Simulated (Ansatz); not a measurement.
Relaxation of F₂H₅OPSi (10 atoms, charge 0, multiplicity 1), to a largest force component of 0.03 eV/Å in at most 50 steps.

All numbers below come from RKS PBE0-D4/def2-SVP (Ansatz 0.2.0).

```xyz
10
Properties=species:S:1:pos:R:3
Si 0.322 -0.425 -0.299
F -0.524 -0.425 2.366
F 1.037 -0.365 -1.764
H 0.259 0.975 0.162
O -1.224 -0.966 -0.458
H -1.373 -1.900 -0.632
P 1.625 -1.701 0.946
H 0.781 -2.846 0.863
H 2.485 -2.094 -0.119
H 0.284 -0.451 2.814
```

Problem. Where does it end, and by what steps?

Solution. The forces met the threshold. After 8 steps the energy has fallen by 0.055 eV; F2 moved furthest, 0.36 Å.

| step | energy less start (eV) | largest force component (eV/Å) | accepted |
| --- | --- | --- | --- |
| 0 | 0.0000 | 0.585 | yes |
| 1 | -0.0288 | 1.001 | yes |
| 2 | 0.0199 | 2.209 | no |
| 3 | -0.0464 | 0.377 | yes |
| 4 | -0.0467 | 0.769 | yes |
| 5 | -0.0491 | 0.421 | yes |
| 6 | -0.0533 | 0.142 | yes |
| 7 | -0.0544 | 0.056 | yes |
| 8 | -0.0554 | 0.029 | yes |

```xyz
10
Properties=species:S:1:pos:R:3
Si 0.269 -0.411 -0.367
F -0.432 -0.317 2.694
F 1.065 -0.358 -1.786
H 0.140 0.977 0.120
O -1.252 -0.996 -0.589
H -1.357 -1.919 -0.835
P 1.540 -1.704 0.997
H 0.729 -2.867 0.846
H 2.501 -2.071 0.011
H 0.468 -0.531 2.789
```

Whether the end is a true minimum wasn't checked by a vibrational analysis.

Run time: 14 s on 2 threads of Intel(R) Xeon(R) 6975P-C (Granite Rapids) (shared host), peak memory 0.24 GiB.
